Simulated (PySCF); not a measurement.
Chain-length series, n-germane amino/formyl (end groups after the name). All species are isolated molecules in the gas phase. One relaxed conformer stands for each flexible species; it need not be the lowest. Strings in code marks are SMILES.

Method: PBE-D3(BJ)/def2-TZVP // PBE0-D4/def2-SVP in PySCF 2.14.0. Excitations are Tamm–Dancoff values on a coarser integration grid. The basis has no diffuse functions, so Rydberg states are missing or too high.

```json
[
 {"species": "n = 1 (`[NH2][GeH2][CH]=O`)", "S1 oscillator strength": "0.002", "S1–T1 gap (TDA) (eV)": "0.63", "HOMO–LUMO gap (eV)": "2.78"},
 {"species": "n = 2 (`O=[CH][GeH2][GeH2][NH2]`)", "S1 oscillator strength": "0.012", "S1–T1 gap (TDA) (eV)": "0.67", "HOMO–LUMO gap (eV)": "2.89"},
 {"species": "n = 3 (`[NH2][GeH2][GeH2][GeH2][CH]=O`)", "S1 oscillator strength": "0.030", "S1–T1 gap (TDA) (eV)": "0.68", "HOMO–LUMO gap (eV)": "2.88"},
 {"species": "n = 4 (`[GeH2]([GeH2][GeH2][NH2])[GeH2][CH]=O`)", "S1 oscillator strength": "0.119", "S1–T1 gap (TDA) (eV)": "0.63", "HOMO–LUMO gap (eV)": "2.75"},
 {"species": "n = 5 (`[GeH2]([GeH2][GeH2][GeH2][NH2])[GeH2][CH]=O`)", "S1 oscillator strength": "0.173", "S1–T1 gap (TDA) (eV)": "0.60", "HOMO–LUMO gap (eV)": "2.75"},
 {"species": "n = 6 (`[NH2][GeH2][GeH2][GeH2][GeH2][GeH2][GeH2][CH]=O`)", "S1 oscillator strength": "0.204", "S1–T1 gap (TDA) (eV)": "0.56", "HOMO–LUMO gap (eV)": "2.75"}
]
```
